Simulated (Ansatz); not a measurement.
The input (input.yaml):

```yaml
crystal:
  periodic: [false, false, false]
  atoms:
    - { symbol: Ti, position_ang: [0.416597, 0.259077, -0.488915] }
    - { symbol: F, position_ang: [-1.265101, 0.310473, 2.031512] }
    - { symbol: Cl, position_ang: [1.727608, -0.038681, -2.212699] }
    - { symbol: Cl, position_ang: [-1.179619, 1.61551, -1.115126] }
    - { symbol: O, position_ang: [-0.239652, -1.301628, -0.068291] }
    - { symbol: Si, position_ang: [-1.368694, -2.368076, 0.649099] }
    - { symbol: H, position_ang: [-0.934017, -2.645727, 2.054872] }
    - { symbol: H, position_ang: [-2.730752, -1.750904, 0.586166] }
    - { symbol: H, position_ang: [-1.325521, -3.630345, -0.159931] }
    - { symbol: Cl, position_ang: [1.741803, 1.116703, 1.232096] }
    - { symbol: H, position_ang: [-0.445751, 0.519398, 2.427117] }
basis:
  gaussian: { orbitals: def2-SVP }
hamiltonian:
  xc: pbe
relax:
  f_tol: 0.03
  max_steps: 50
```

Launched with:

```bash
$ ansatz run input.yaml --threads 4 --pin off --max-ram 5120MiB --backend cpu --events-out ev --progress --plain --runs-dir out
```

Hardware: 4 threads of Intel(R) Xeon(R) Platinum 8488C (Sapphire Rapids), with other jobs on the host.

Roughly how long does this run take, and how much memory?

27 s, with a peak of 0.28 GiB, for 11 ionic steps.
